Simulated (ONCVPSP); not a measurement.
# cerium, ONCV: configuration errors across variants

```
Element                 : Ce
Generator               : ONCVPSP 4.0.1
Type                    : optimised norm-conserving Vanderbilt (ONCV)
Functional              : PBE
Relativity              : scalar-relativistic
Frozen core             : [Kr] 4d10
Valence charge          : 12
Reference configuration : 4f1 5s2 5p6 5d1 6s2
Partial waves           : 5s+6s: rc 2.65 bohr, ncon 3, nbas 8, qcut 5.7 1/bohr, 2 projectors; 5p: rc 2.05 bohr, ncon 4, nbas 8, qcut 4.2 1/bohr, 2 projectors, debl 3.6 Ha; 5d: rc 3.25 bohr, ncon 3, nbas 6, qcut 4.6 1/bohr, 2 projectors, debl 2.3 Ha; 4f: rc 1.30 bohr, ncon 4, nbas 9, qcut 10.9 1/bohr, local
Local potential         : the f channel
Core correction         : Teter function, fcfact 2.75, rcfact 1.45
```

All-electron excitation energies from the reference (eV): (1) 4f1 5s2 5p6 5d1 6s1 6.070; (2) 4f1 5s2 5p6 5d1 6s0 17.151; (3) 4f1 5s2 5p6 5d0 6s0 36.330; (4) 4f1 5s2 5p6 5d2 6s1 0.893.

A true bound ghost makes a file unfit for plane-wave use even where its test errors are small: the radial tests pick states by their node count and pass the ghost by.

Errors AE − PS in meV (a dash: test not solved or not reliable):

```tsv
change	(1)	(2)	(3)	(4)	bound ghosts	GHOST(+) flags above zero
base	-1.9	-7.5	-3.7	-8.0	s, p	d
p: debl 1.25	-1.8	-7.4	-2.1	-7.0	s, p	d
p: debl 2.4	-1.8	-7.4	-2.2	-7.2	s, p	d
p: debl 3.3	-1.9	-7.4	-2.8	-7.5	s, p	d
p: debl 4.65	-1.8	-7.3	+0.4	-6.0	s, p	d
```

Give the same row for: p: debl 1.8.

-1.8, -7.4, -2.1, -7.1; bound ghosts: s, p; GHOST(+) flags above zero: d.
